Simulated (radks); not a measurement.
Numerical settings for neutral krypton, [Kr]. All-electron calculation, Dirac Kohn-Sham, BLYP, spin-unpolarised, spherical densities, finite nucleus; Fermi nuclear charge, rms radius 4.1884 fm. Program: a radial shooting solver on a logarithmic mesh with Libxc functionals. The defaults (mesh step 0.008 in ln r, mesh end at 40 bohr or more with all orbitals vanishing there, Anderson mixing 0.5 over 9 steps, residual threshold near 1e-9 with the energy settled to 1e-9 hartree or 1e-11 of itself, here a cap of 84 iterations) give E = -2790.9043 hartree and 4p3/2 at -8.884 eV in 16 iterations. Times are rough (one thread of a shared host). Changes against that run (0 stands for a change within the tolerance of the run):

mesh step in ln r 0.003: iterations 19; converged yes; E (mhartree) 0; e(4p3/2) (meV) 0; CPU (s) 0.31
mesh step in ln r 0.012: iterations 15; converged yes; E (mhartree) 0; e(4p3/2) (meV) 0; CPU (s) 0.08
mesh step in ln r 0.12: iterations 4; converged no; E (mhartree) diverged; CPU (s) 0.01
mesh end (bohr) 3: iterations 15; converged level above zero; E (mhartree) +1.32e+03; e(4p3/2) (meV) +1.37e+04; CPU (s) 0.08
mesh end (bohr) 400: iterations 16; converged yes; E (mhartree) 0; e(4p3/2) (meV) 0; CPU (s) 0.11
residual threshold 0.01: iterations 9; converged yes; E (mhartree) 0; e(4p3/2) (meV) +1.39; CPU (s) 0.08
residual threshold 1e-13: iterations 84; converged no; E (mhartree) 0; e(4p3/2) (meV) 0; CPU (s) 0.31
mixing 0.2: iterations 18; converged yes; E (mhartree) 0; e(4p3/2) (meV) 0; CPU (s) 0.13
linear mixing, mixing 0.05: iterations 84; converged no; E (mhartree) +0.0147; e(4p3/2) (meV) -68; CPU (s) 0.49
linear mixing, mixing 0.8: iterations 17; converged no; E (mhartree) diverged; CPU (s) 0.18
mixing history 20: iterations 19; converged yes; E (mhartree) 0; e(4p3/2) (meV) 0; CPU (s) 0.13
iteration cap 2: iterations 2; converged no; E (mhartree) +283; e(4p3/2) (meV) -8.62e+03; CPU (s) 0.02

Settled on a wrong energy, with an occupied level pushed above zero by the early mesh end: mesh end (bohr) 3 (+1.32 hartree). Apart from these: no run marked as converged misses the energy by more than 1 mhartree. A mesh that ends early acts as a hard wall.
